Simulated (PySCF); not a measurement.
**Working out the excitation energy of C²⁺**

C²⁺ [He] 2s2 (1S) → C²⁺ [He] 2s1 3d1 (3D). All numbers are calculated (PySCF 2.14, scalar relativity by spin-free X2C-1e, in aug-cc-pVDZ-DK (4s3p2d, 23 functions)). Frozen: 1s2. Energies in hartree (1 hartree = 27.21139 eV):

```tsv
part	C²⁺ (lower)	C²⁺ (upper)
UHF	-36.416926	-35.237602
CCSD correlation	-0.071949	-0.006384
(T)	0.000000	0.000000
```

Question: What does Hartree-Fock give?

Answer: (-35.237602) − (-36.416926) = 1.179324 hartree = 32.091 eV.

Question: What do CCSD and CCSD(T) give?

Answer: The CCSD correlation energies differ by 0.065565 hartree = 1.784 eV and the triples by 0.000000 hartree = 0.000 eV, so CCSD gives 33.875 eV and CCSD(T) 33.875 eV.

A double-zeta basis recovers only part of the correlation energy.

The coupled-cluster amplitudes are large, so a single reference is strained.
